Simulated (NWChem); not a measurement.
Atomisation of F₄Te

```xyz
5

Te     0.0000     0.0000     0.2957
F     -1.9591     0.0000     0.0885
F      0.0000     1.4691    -0.9429
F      1.9591     0.0000     0.0885
F      0.0000    -1.4691    -0.9429
```
Charge 0, spin multiplicity 1.

Program: NWChem. All single points use one geometry, from PBE/def2-SVP with def2 effective core potentials on Te, a minimum by its harmonic frequencies.

Basis set: def2-TZVP. The atomisation energy is electronic alone: no zero-point, thermal, spin-orbit or counterpoise terms. No value is extrapolated to the basis-set limit. Free atoms are single determinants with multiplicities Te 3, F 2. Correlated methods freeze the same cores in atoms and molecule, 8 orbitals in all.

The cost column gives rough processor time relative to B3LYP; each entry includes its own SCF. Costs are the molecule's.

Effective core potentials replace the inner electrons of Te; spin-orbit coupling is left out. B3LYP has NWChem's definition, with VWN1-RPA local correlation. GW and range-separated runs recompute their integrals, the others keep them in memory, which bears on the times. The structure started from a generated list of species. No SCF solution was tested for a lower state. Open-shell Hartree-Fock references start from PBE0 orbitals; any time given for them includes that run.

```json
[
 {"method": "B3LYP", "atomisation energy (kcal/mol)": "___", "relative cost": "1"},
 {"method": "PBE0", "atomisation energy (kcal/mol)": "341.5", "relative cost": "under 3"},
 {"method": "HF", "atomisation energy (kcal/mol)": "169.6", "relative cost": "under 3"},
 {"method": "BHandHLYP", "atomisation energy (kcal/mol)": "___", "relative cost": "under 3"},
 {"method": "BLYP", "atomisation energy (kcal/mol)": "369.6", "relative cost": "under 3"},
 {"method": "PBE", "atomisation energy (kcal/mol)": "382.3", "relative cost": "under 3"},
 {"method": "MP2", "atomisation energy (kcal/mol)": "___", "relative cost": "5"},
 {"method": "LC-wPBE (omega 0.3 per bohr)", "atomisation energy (kcal/mol)": "361.1", "relative cost": "10"}
]
```

**Question.** Some entries are withheld; supply them.

**Answer.** 
- B3LYP, atomisation energy (kcal/mol): 345.8
- BHandHLYP, atomisation energy (kcal/mol): 300.5
- MP2, atomisation energy (kcal/mol): 356.3
